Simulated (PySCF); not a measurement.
C₃H₇NSi, SMILES C=C=CN[SiH3].

The structure is a stationary point at PBE-D3(BJ)/def2-SVP. This is a generated structure with no PubChem entry under its InChIKey; it may be hypothetical. One conformer was computed; it need not be the lowest.

The numbers are results of PBE-D3(BJ)/def2-SVP in PySCF, not measurements.

Frequencies are harmonic and unscaled.

Computed vibrational spectrum:
| mode | ν (cm⁻¹) | IR (km/mol) | moving atoms (share of kinetic energy) |
|---|---|---|---|
| 1 | 104 | 0.1 | C 45 %, Si 32 %, H 20 % |
| 2 | 131 | 0.2 | H 64 %, C 17 %, N 17 % |
| 3 | 145 | 0.6 | H 85 %, N 11 % |
| 4 | 209 | 18.2 | H 58 %, C 25 %, N 17 % |
| 5 | 253 | 64.5 | H 56 %, C 37 % |
| 6 | 270 | 3.0 | C 58 %, H 18 %, N 14 %, Si 10 % |
| 7 | 585 | 32.0 | H 49 %, C 36 %, N 10 % |
| 8 | 600 | 3.1 | H 62 %, C 35 % |
| 9 | 683 | 20.9 | H 84 %, Si 8 % |
| 10 | 701 | 14.2 | C 36 %, Si 25 %, H 21 %, N 18 % |
| 11 | 786 | 37.6 | N 43 %, H 35 %, Si 12 %, C 10 % |
| 12 | 846 | 11.8 | H 85 %, C 15 % |
| 13 | 863 | 25.2 | H 74 %, C 26 % |
| 14 | 886 | 60.3 | H 96 % |
| 15 | 905 | 196.8 | H 91 %, Si 9 % |
| 16 | 945 | 95.2 | H 94 % |
| 17 | 972 | 0.6 | H 69 %, C 31 % |
| 18 | 995 | 8.7 | C 53 %, H 36 %, N 10 % |
| 19 | 1182 | 28.4 | H 82 %, C 9 %, N 9 % |
| 20 | 1324 | 194.7 | H 53 %, C 24 %, N 23 % |
| 21 | 1355 | 40.1 | H 76 %, N 18 % |
| 22 | 1453 | 58.9 | C 54 %, H 42 % |
| 23 | 2015 | 43.5 | C 98 % |
| 24 | 2156 | 126.6 | H 96 % |
| 25 | 2161 | 59.5 | H 98 % |
| 26 | 2184 | 112.2 | H 96 % |
| 27 | 3011 | 32.2 | H 95 % |
| 28 | 3070 | 7.2 | H 92 %, C 8 % |
| 29 | 3084 | 6.8 | H 89 %, C 11 % |
| 30 | 3569 | 51.0 | H 93 % |
